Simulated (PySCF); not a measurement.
Molecular orbitals of SbAs

PBE at R = 2.303 Å; Sb cc-pVDZ-PP with ECP28, As cc-pVDZ-PP with ECP10; scalar-relativistic core potentials (PySCF 2.14). State: ¹Σ⁺ (singlet), closed shell. Only the outer orbitals are listed, counted within each symmetry, core potentials removing the inner ones.

```
orbital  occ.  ε (eV)  on Sb (%)   main shells (%)
     7σ     2  -15.64         37  60 As s, 32 Sb s
     8σ     2  -11.67         62  59 Sb s, 32 As s
     9σ     2   -6.31         49  47 As p, 43 Sb p
     5π     2   -5.97         49  50 As p, 48 Sb p
     5π     2   -5.97         49  50 As p, 48 Sb p
     6π     0   -3.31         52  51 Sb p, 47 As p
     6π     0   -3.31         52  51 Sb p, 47 As p
    10σ     0    0.03         65  60 Sb p, 40 As p
```

Task: Which are the highest filled and the lowest empty level, where do they sit, and how wide is the gap?

Result: Highest filled 5π at -5.97 eV (in %: 50 As p, 48 Sb p); lowest empty 6π at -3.31 eV (in %: 51 Sb p, 47 As p); the gap at PBE is 2.66 eV.

```
bond order (Mayer)                               : 2.97
⟨S²⟩                                             : 0.000
charge on Sb (Mulliken, basis-dependent)         : 0.10
charge on Sb (Löwdin, basis-dependent)           : 0.11
dipole moment (positive dipole means Sb(−)As(+)) : -0.82 D
polarisability along the bond                    : 102.4 bohr³
polarisability across the bond                   : 34.4 bohr³
```

Spin–orbit coupling is left out.
